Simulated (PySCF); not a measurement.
EPR parameters of C4H4F3O2

Species: C₄H₄F₃O₂ (doublet state).
Geometry (GFN2-xTB, Å), atoms numbered from 1 in this order:
```
atom  x, y, z in Å
C1    -1.258   -1.407   -0.142
C2    -0.416   -0.203   -0.019
C3    -0.970    1.100    0.089
O4    -2.181    1.298    0.069
O5     0.938   -0.484   -0.012
C6     1.863    0.469    0.059
F7     1.809    1.351   -0.946
F8     1.816    1.183    1.191
F9     3.056   -0.108    0.011
H10   -1.083   -2.082    0.697
H11   -2.300   -1.099   -0.162
H12   -1.007   -1.959   -1.048
H13   -0.272    1.942    0.195
```

The hyperfine couplings belong to this conformer and change with its torsions.

Identity: `C[C](C=O)OC(F)(F)F` [radical].

Level of theory: PySCF 2.14.0, UKS B3LYP, pcH-1 on C F H O, non-relativistic, mean-field spin-orbit, GIAO. Geometry: GFN2-xTB, one conformer, isolated molecule. The geometry wasn't refined by DFT: couplings that depend on bond lengths, twists or pyramidal angles can differ widely from those at the functional's own minimum. Stability of the SCF solution: not tested.

```
g1, g2, g3                      : 2.00230, 2.00529, 2.00797
g_iso                           : 2.00519
Form of g                       : rhombic: the two nearest values differ by 47 % of g3 − g1
⟨S²⟩                            : 0.7626 (exact 0.7500)
α and β electrons               : 36, 35
HOMO–LUMO gap, α and β orbitals : 6.55, 3.86 eV
```

Isotropic coupling and dipolar principal values T1 to T3, in G; ρ(0) is the spin density at the nucleus (MHz turned into gauss with g_iso; 10 G = 1 mT):

```json
{"atom": "C1", "isotope": "13C", "a_iso": "-8.2", "T1": "-0.6", "T2": "0.3", "T3": "0.3", "Mulliken spin population": "-0.05", "ρ(0) (bohr⁻³)": "-0.0206"}
{"atom": "C2", "isotope": "13C", "a_iso": "22.9", "T1": "-21.4", "T2": "-20.9", "T3": "42.3", "Mulliken spin population": "0.66", "ρ(0) (bohr⁻³)": "0.0572"}
{"atom": "C3", "isotope": "13C", "a_iso": "-12.8", "T1": "-3.0", "T2": "0.4", "T3": "2.7", "Mulliken spin population": "-0.08", "ρ(0) (bohr⁻³)": "-0.0320"}
{"atom": "O4", "isotope": "17O", "a_iso": "-8.5", "T1": "-38.7", "T2": "19.2", "T3": "19.5", "Mulliken spin population": "0.35", "ρ(0) (bohr⁻³)": "0.0392"}
{"atom": "O5", "isotope": "17O", "a_iso": "-4.0", "T1": "-12.9", "T2": "6.1", "T3": "6.7", "Mulliken spin population": "0.06", "ρ(0) (bohr⁻³)": "0.0187"}
{"atom": "C6", "isotope": "13C", "a_iso": "-1.2", "T1": "-0.5", "T2": "0.0", "T3": "0.5", "Mulliken spin population": "0.00", "ρ(0) (bohr⁻³)": "-0.0029"}
{"atom": "F7", "isotope": "19F", "a_iso": "-0.1", "T1": "-3.6", "T2": "-2.4", "T3": "6.1", "Mulliken spin population": "0.00", "ρ(0) (bohr⁻³)": "-0.0001"}
{"atom": "F8", "isotope": "19F", "a_iso": "0.6", "T1": "-3.5", "T2": "-2.3", "T3": "5.9", "Mulliken spin population": "0.00", "ρ(0) (bohr⁻³)": "0.0004"}
{"atom": "F9", "isotope": "19F", "a_iso": "-1.0", "T1": "-1.5", "T2": "-0.4", "T3": "1.9", "Mulliken spin population": "0.00", "ρ(0) (bohr⁻³)": "-0.0007"}
{"atom": "H10", "isotope": "1H", "a_iso": "28.5", "T1": "-1.4", "T2": "-1.0", "T3": "2.5", "Mulliken spin population": "0.03", "ρ(0) (bohr⁻³)": "0.0179"}
{"atom": "H11", "isotope": "1H", "a_iso": "0.3", "T1": "-1.5", "T2": "-0.8", "T3": "2.3", "Mulliken spin population": "0.00", "ρ(0) (bohr⁻³)": "0.0002"}
{"atom": "H12", "isotope": "1H", "a_iso": "26.8", "T1": "-1.4", "T2": "-1.0", "T3": "2.4", "Mulliken spin population": "0.03", "ρ(0) (bohr⁻³)": "0.0168"}
{"atom": "H13", "isotope": "1H", "a_iso": "-1.1", "T1": "-1.8", "T2": "-0.7", "T3": "2.6", "Mulliken spin population": "0.00", "ρ(0) (bohr⁻³)": "-0.0007"}
```

The largest Mulliken spin populations are on C2 (+0.66), O4 (+0.35) and C3 (-0.08). The angles at C2 add up to 360.0°, so it is planar.

Axes: g3 points within 3° of the C2–O5 bond.

Under fast tumbling the dipolar parts average out, and these isotropic splittings remain: 3 × 1H (H10/H11/H12, I = 1/2, 4 lines) with 1.86 mT and 1 × 1H (H13, I = 1/2, 2 lines) with 0.11 mT.

Nuclei that the bonding pattern makes equivalent are averaged, as if the motion that swaps them (rotation, inversion, ring flip) were fast. The three 1H nuclei of mean +52.1 MHz run from 0.9 to 80.1 MHz in the frozen geometry.

The 17O coupling of O4 (-23.8 MHz) shows only in satellite lines or after enrichment, since that isotope makes up about 0.038 % of natural oxygen.

The 13C coupling of C2 (64.3 MHz) shows only in satellite lines or after enrichment, since that isotope makes up about 1.07 % of natural carbon.

The spin density at the nucleus, in bohr⁻³, is negative for C3 (-0.0320), C1 (-0.0206) and C6 (-0.0029), for instance. A restricted open-shell determinant has no negative spin density anywhere; here it arises because α and β orbitals differ (spin polarisation).
